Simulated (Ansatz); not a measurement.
Kohn–Sham single points on CH$_{3}$ClO$_{2}$Si (`ClC1O[SiH2]O1`).

```yaml
crystal:
  periodic: [false, false, false]
  atoms:
    - {symbol: Cl, position_ang: [-2.195871, 0.509656, 0.974368]}
    - {symbol: C, position_ang: [-0.524188, 0.766622, 0.397635]}
    - {symbol: O, position_ang: [0.378461, -0.100723, 1.032016]}
    - {symbol: Si, position_ang: [0.716137, -0.757858, -0.470624]}
    - {symbol: O, position_ang: [-0.384373, 0.408684, -0.952118]}
    - {symbol: H, position_ang: [-0.298604, 1.817288, 0.580653]}
    - {symbol: H, position_ang: [2.098741, -0.537850, -0.945701]}
    - {symbol: H, position_ang: [0.301897, -2.163018, -0.672126]}
basis:
  gaussian: {orbitals: def2-TZVPP}
hamiltonian: {xc: {name: LC-wPBE}}
output: {orbitals: {seedname: orbitals}}
```

```sh
$ ansatz run in.yaml --threads 4 --pin off --events-out ev --progress --plain
```

Shortened log:

```
Functional definition: LC-wPBE
1241 factors; their error is unknown
346 factors; integrals over basis functions are off by at most 4.4e-5 eV
mean field evaluation 1: about -25569.7968 eV, gradient 5.8e1 eV
mean field evaluation 2: about -25569.2094 eV, gradient 6.4e1 eV
mean field evaluation 4: about -25575.2585 eV, gradient 1.1e0 eV
mean field evaluation 8: about -25575.2273 eV, gradient 3.9e-1 eV
mean field evaluation 16: about -25575.2274 eV, gradient 4.6e-5 eV
mean field -25575.22743938 eV, -939.8722728855 hartree, gradient 4.4e-5 eV, S^2 0.000000; 0 other end points of the search recorded, 0 dependent functions left out
reference -25575.22743939 eV, -939.8722728858 hartree; 28, 28 occupied and 191, 191 virtual orbitals, 1241 factors
Total energy: -25575.22743939 eV, -939.8722728858 hartree
```

It took 1.6 s on 4 threads of a server CPU on a shared host, with 0.39 GiB of host memory at the peak.

With the line `hamiltonian: {xc: {name: PBE-QIDH}}` (abridged; 3 s):

```
Functional definition: PBE-QIDH
mean field evaluation 16: about -25556.4609 eV, gradient 6.3e-5 eV
mean field -25556.46091531 eV, -939.1826158461 hartree, gradient 5.4e-6 eV, S^2 0.000000
13 core orbitals not correlated: weight in the atoms' cores, before any rotation towards them, 1.000 or more for the frozen orbitals, at most 0.000 for the correlated occupied ones
second order -28.55755402 eV of doubles, -0.00000000 eV of singles
Total energy: -25565.98011204 eV, -939.5324398737 hartree
```

With the line `hamiltonian: {xc: hse06, dispersion: d4}` (abridged; 2 s):

```
Functional definition: HSE06
mean field evaluation 16: about -25570.5997 eV, gradient 3.4e-5 eV
mean field -25570.59971031 eV, -939.7022069788 hartree, gradient 2.9e-5 eV, S^2 0.000000
Total energy: -25570.75261893 eV, -939.7078262670 hartree
```

Changing it to `hamiltonian: {xc: {name: BLYP}, dispersion: d4}` (abridged; 1.4 s):

```
Functional definition: BLYP
mean field evaluation 16: about -25582.9628 eV, gradient 2.1e-4 eV
mean field -25582.96284860 eV, -940.1565439311 hartree, gradient 1.4e-5 eV, S^2 0.000000
Total energy: -25583.40692110 eV, -940.1728632943 hartree
```

With the line `hamiltonian: {xc: lda}` (abridged; 0.85 s):

```
Functional definition: SPW92
mean field evaluation 16: about -25473.5572 eV, gradient 2.5e-4 eV
mean field -25473.55715775 eV, -936.1359589500 hartree, gradient 2.6e-5 eV, S^2 0.000000
Total energy: -25473.55719393 eV, -936.1359602796 hartree
```

With the line `hamiltonian: {xc: {name: B3LYP}, dispersion: d4}` and forces (abridged; 2.6 s):

```
Functional definition: B3LYP
mean field evaluation 16: about -25585.1231 eV, gradient 2.4e-5 eV
mean field -25585.12312449 eV, -940.2359326058 hartree, gradient 2.0e-5 eV, S^2 0.000000
Total energy: -25585.44460855 eV, -940.2477469271 hartree
Atom 0 force    -0.375681    -0.039937     0.134183 eV/Å
Atom 1 force    -0.019621     0.533126     0.144418 eV/Å
Atom 2 force     0.190183    -0.143057     0.187174 eV/Å
Atom 3 force     0.259167    -0.315151    -0.180553 eV/Å
Atom 4 force     0.002012    -0.017399    -0.302262 eV/Å
Atom 5 force    -0.005580    -0.085137    -0.019713 eV/Å
Atom 6 force    -0.086778    -0.024569     0.027055 eV/Å
Atom 7 force     0.036297     0.092123     0.009697 eV/Å
Dipole moment:     0.438993    -0.126798    -0.201332 e Å
```

HSE06 is the plane-wave form, built on full-range PBE exchange.

B3LYP takes the VWN-RPA correlation (the form of Gaussian; ORCA's B3LYP/G).
